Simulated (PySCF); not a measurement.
Input for PySCF: R-B3LYP/6-311+G** on CH6O2 (a complex), monomers drawn apart or pushed together.

```python
from pyscf import gto, scf, dft, mp
from pyscf.data.elements import chemcore

mol = gto.M(
    atom='''
    O    -0.11369052    0.04845715   -0.30979126
    H     0.66019627   -0.16211307   -0.84043802
    H     0.09777243   -0.25650983    0.58883937
    C     0.20136095    0.75448819    2.86050062
    O     0.33432365   -0.53482467    2.25756972
    H    -0.78622784    1.18568831    2.67722201
    H     0.94993746    1.39307442    2.39655995
    H     0.38919550    0.71076346    3.93669492
    H    -0.33173338   -1.12426784    2.62621835
    ''',
    basis='6-311+g**',
    charge=0, spin=0, verbose=3, max_memory=1800)
mf = dft.RKS(mol, xc='b3lyp')
mf.conv_tol = 1e-8
mf.max_cycle = 100
mf.kernel()
if not mf.converged:
    mf = mf.newton().run(mf.mo_coeff, mf.mo_occ)
```

It printed:

```
converged SCF energy = -192.231471763362
```

The calculation finished and met its thresholds.

Cost: about 5 core-seconds (a rough figure).
